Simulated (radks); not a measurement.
Q: The nitrogen ion N4+, [He] 2s1. All-electron calculation, non-relativistic Kohn-Sham, r2SCAN, spin-polarised, spherical densities, point nucleus; meta-GGA in the generalised Kohn-Sham scheme. Program: a radial shooting solver on a logarithmic mesh with Libxc functionals. Every spin shell is full or empty, so the densities are truly spherical. Functionals are evaluated on that one density, not self-consistently. Rank these exchange functionals by their error against the exact value of the orbitals, and give that value: LDA, B88, PBEsol, revPBE, OPTX, AM05, SOGGA, G96, TPSS, SCAN, Tao-Mo, TASK.

A: Exact: -4.67165 hartree. From best to worst, with 100 (|E| - |E exact|)/|E exact| (equal figures are ties): revPBE -0.03, SCAN -0.13, G96 -0.16, OPTX -0.19, TPSS +0.34, B88 -0.37, Tao-Mo +0.46, TASK -1.58, PBEsol -5.63, SOGGA -5.81, AM05 -10.40, LDA -13.32.
